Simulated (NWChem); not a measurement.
Molecule: ZnN2H4; SMILES [Zn]([NH2])[NH2]

```xyz
7

Zn     0.0284     0.0000     0.0004
N     -0.1093    -1.8242    -0.0509
H     -0.4460    -2.2420     0.8271
H      0.7701    -2.3101    -0.2707
N     -0.1153     1.8239     0.0406
H     -0.3335     2.2468    -0.8719
H      0.7279     2.3079     0.3764
```
Atoms are numbered in this order, from 1.

All runs: NWChem. All runs use the structure optimised with PBE-D3(BJ)/def2-SVP. Total energies compare along this basis series because the functional is fixed.

```
level             basis functions  energy (Ha)  highest occupied level (eV)  orbital gap (eV)  dipole (D)
----------------  ---------------  -----------  ---------------------------  ----------------  ----------
PBE0/pcseg-1                   79   -1890.7095                          [?]               [?]         [?]
PBE0/aug-pcseg-1              129   -1890.7355                        -6.96              6.13        1.54
PBE0/pcseg-2                  172   -1891.0289                        -6.85              6.48        1.72
PBE0/def2-SVP                  79   -1890.5885                        -6.32              6.24        1.88
```

Problem. What belongs in the gaps?

Solution. 
- PBE0/pcseg-1, highest occupied level (eV): -6.52
- PBE0/pcseg-1, orbital gap (eV): 6.43
- PBE0/pcseg-1, dipole (D): 1.94
